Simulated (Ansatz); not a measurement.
Input and output for C₂BrClF₂ (`F/C(Cl)=C(/F)Br`).

```yaml
crystal:
  periodic: [false, false, false]
  atoms:
    - {symbol: F, position_ang: [1.572758, -0.695711, -0.891657]}
    - {symbol: C, position_ang: [0.418921, -0.548126, 0.050012]}
    - {symbol: Cl, position_ang: [0.167225, -1.921966, 0.798499]}
    - {symbol: C, position_ang: [-0.423859, 0.485164, -0.030849]}
    - {symbol: F, position_ang: [-1.460980, 0.489762, 0.832140]}
    - {symbol: Br, position_ang: [-0.110423, 2.013473, -0.973048]}
basis:
  gaussian: {orbitals: pcseg-2}
hamiltonian: {xc: {name: PBE}, dispersion: d3bj, pseudopotentials: {relativity: scalar}}
accuracy: high
output: {forces: true}
```

```sh
$ ansatz run in.yaml --threads 4 --pin off --events-out ev --progress --plain --max-ram 10444MiB
```

It prints (some lines left out):

```
Functional definition: PBE
3361 factors; integrals over basis functions are off by at most 6.8e-9 eV
mean field evaluation 1: about -90766.1845 eV, gradient 5.4e1 eV
mean field evaluation 2: about -90752.1810 eV, gradient 9.1e1 eV
mean field evaluation 4: about -90772.0551 eV, gradient 8.5e0 eV
mean field evaluation 8: about -90772.1734 eV, gradient 1.0e0 eV
mean field evaluation 16: about -90772.1754 eV, gradient 2.2e-4 eV
mean field -90772.17543159 eV, -3335.8159195205 hartree, gradient 5.0e-8 eV, S^2 0.000000; 0 other end points of the search recorded, 0 dependent functions left out
reference -90772.17543449 eV, -3335.8159196270 hartree; 41, 41 occupied and 156, 156 virtual orbitals, 3361 factors
Total energy: -90772.33414562 eV, -3335.8217521535 hartree
Relativity: scalar
Atom 0 at     1.572758    -0.695711    -0.891657 Å, force    -2.311445     0.980395     1.816456 eV/Å
Atom 1 at     0.418921    -0.548126     0.050012 Å, force     2.642606     1.242622    -3.868066 eV/Å
Atom 2 at     0.167225    -1.921966     0.798499 Å, force    -0.532217    -2.978387     1.997863 eV/Å
Atom 3 at    -0.423859     0.485164    -0.030849 Å, force     0.336110    -0.129723     0.800056 eV/Å
Atom 4 at    -1.460980     0.489762     0.832140 Å, force    -0.109892     0.207743    -0.279180 eV/Å
Atom 5 at    -0.110423     2.013473    -0.973048 Å, force    -0.025162     0.677349    -0.467129 eV/Å
Dipole moment:    -0.117003     0.033437     0.072778 e Å
```

Run time 13 s (4 threads of an Arm Neoverse V1 on a shared host); peak host memory 0.86 GiB.
